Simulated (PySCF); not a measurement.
Species: C₄H₅BO₂.
Numbering: `[CH2:1]=[CH:2][C:3]1=[CH:4][O:5][BH:6][O:7]1` (hydrogens: H8, H9 on C1; H10 on C2; H11 on C4; H12 on B6)

Method: PBE0-D3(BJ)/def2-SVP geometry optimisation, gas phase (PySCF 2.14.0); density fitting, grid level 1; the optimiser is geomeTRIC in internal coordinates, started from a GFN2-xTB structure with every atom displaced at random (about 0.01 Å).

Step 0: E = -8984.1547 eV
```
atom  x, y, z in Å  |  force x, y, z in eV/Å
C1     -2.0090   -0.2391    1.0044   -1.799   1.093  -0.585
C2     -1.3352    0.3439    0.0186    0.662  -0.342   0.170
C3      0.0640    0.1402   -0.1828    2.180   0.437  -1.073
C4      0.9526    0.6412   -1.1242   -2.644  -0.596   1.417
O5      2.1710    0.1668   -0.9223    1.283  -0.095  -0.091
B6      2.0904   -0.6323    0.1887    0.098  -0.092  -0.030
O7      0.8205   -0.6672    0.6535   -1.014   0.139   0.087
H8     -1.5418   -0.8629    1.7054    0.829  -1.103   1.120
H9     -3.0825   -0.0293    1.1346    0.296  -0.150  -0.026
H10    -1.7922    1.0056   -0.6923   -0.462   0.436  -0.438
H11     0.7396    1.3032   -1.9305    0.037   0.573  -0.780
H12     2.9890   -1.2112    0.6669    0.533  -0.300   0.230
```

Step 1: E = -8984.2679 eV
```
atom  x, y, z in Å  |  force x, y, z in eV/Å
C1     -2.0385   -0.2503    0.9819    0.233  -0.258   0.397
C2     -1.3045    0.4039    0.0760   -0.048   0.247  -0.186
C3      0.1156    0.2262   -0.1288   -0.684  -0.602  -0.125
C4      0.8925    0.5805   -1.1703    0.849   0.490   0.290
O5      2.1639    0.0995   -0.9706   -0.215  -0.093  -0.091
B6      2.1072   -0.6280    0.1978   -0.102   0.080  -0.103
O7      0.8347   -0.5769    0.7172    0.224   0.146   0.024
H8     -1.5704   -0.9693    1.6743   -0.134   0.208  -0.212
H9     -3.1130   -0.0902    1.0722   -0.049   0.041  -0.026
H10    -1.7773    1.1178   -0.6110    0.019  -0.087   0.062
H11     0.7294    1.2559   -2.0084   -0.100  -0.158  -0.028
H12     3.0269   -1.2101    0.6898    0.007  -0.015  -0.002
```

**Question.** Estimate the geometry and energy of step 2. (The exact step hangs on the optimiser's Hessian estimate; all steps are aligned on step 1, rigid shifts and turns removed.)

**Answer.** E = -8984.2919 eV, largest force 0.468 eV/Å
```
atom  x, y, z in Å  |  force x, y, z in eV/Å
C1     -2.0119   -0.2541    0.9948   -0.126   0.026   0.109
C2     -1.3353    0.3933    0.0386    0.193   0.103  -0.003
C3      0.0849    0.2200   -0.1698    0.300  -0.024  -0.048
C4      0.9313    0.6216   -1.1460   -0.047   0.156  -0.312
O5      2.1774    0.0852   -0.9687   -0.326   0.205   0.265
B6      2.0819   -0.6344    0.1985   -0.064  -0.078   0.142
O7      0.8054   -0.5538    0.7051    0.156  -0.303  -0.019
H8     -1.5077   -0.9415    1.6807    0.003   0.043  -0.063
H9     -3.0862   -0.1084    1.1230   -0.008   0.007  -0.016
H10    -1.8360    1.0882   -0.6434   -0.007  -0.065   0.006
H11     0.7829    1.2833   -1.9956   -0.074  -0.064  -0.066
H12     2.9798   -1.2404    0.7028   -0.001  -0.007   0.006
```

The energy changes by -0.0240 eV. The first-order estimate −F·Δx gives -0.0871 eV and the mean of the old and new forces, exact on a quadratic surface, -0.0240 eV. The step makes an angle of 73° with the force vector and moves no atom by more than 0.073 Å.

What follows is the cost of the whole optimisation. On one thread, Arm Neoverse V1 (aarch64), shared host with 32 logical CPUs at a one-minute load of 51, this took 51 s of wall time and 0.50 GiB of memory at its peak.
